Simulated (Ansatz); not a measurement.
Mulliken charges of `[O]=[Nb]([F])([F])[F]` from ωB97M-V/def2-TZVPP in Ansatz (PBE0-D4/def2-TZVP geometry).

```csv
atom,x (Å),y (Å),z (Å),charge (e)
O1,0.516,-0.924,1.317,-0.490
Nb2,0.011,-0.017,-0.005,1.624
F3,-1.354,1.104,0.565,-0.378
F4,-0.592,-1.196,-1.305,-0.378
F5,1.468,0.959,-0.612,-0.378
```

Task: By hand: the dipole of these point charges (1 e Å = 4.8032 D).

Result: Σ q r = (-0.054, 0.097, -0.142) e Å, of length 0.180 e Å = 0.86 D.

Task: How does the dipole of the full density compare? (An estimate is asked.)

Result: Computed: (-0.082, 0.147, -0.214) e Å, 1.31 D; the point charges give 0.66 times that, at 0° from its direction.

Point charges leave out the atoms' own dipoles, such as those of lone pairs, and Mulliken's split depends on the basis, so the two needn't agree.
